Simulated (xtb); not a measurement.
TiCl₃, SMILES [Cl][Ti+]([Cl])[Cl], charge +1, multiplicity 1. All values are semi-empirical tight-binding results from xtb (GFN2-xTB unless named), good for trends rather than for accurate numbers. Geometry optimised at GFN2-xTB. The multiplicity is an assumed one; other spin states were not compared. The isomer is the one that the SMILES or the coordinates give; other isomers of the formula were not compared.

Optimised geometry:

Bond lengths (Å): Ti1–Cl2 2.120, Ti1–Cl3 2.120, Ti1–Cl4 2.120. Bond angles (°): Cl2–Ti1–Cl3 100.7, Cl2–Ti1–Cl4 100.7, Cl3–Ti1–Cl4 100.7.
Charge +1, spin multiplicity 1.

For metal compounds this method's bond lengths and energies can be far off.

The point group as xtb finds it is C3v, the orbital gap comes out as 2.14 eV and the zero-point energy is 2.5 kcal/mol. The G − E(el) at 298.15 K (modified RRHO) is -16.5 kcal/mol.

Computed atomic charges and the Wiberg bond orders between heavy atoms:
charges (e) Ti1 0.94, Cl2 0.02, Cl3 0.02, Cl4 0.02. Bond orders Ti1–Cl2 1.52, Ti1–Cl3 1.52, Ti1–Cl4 1.52.
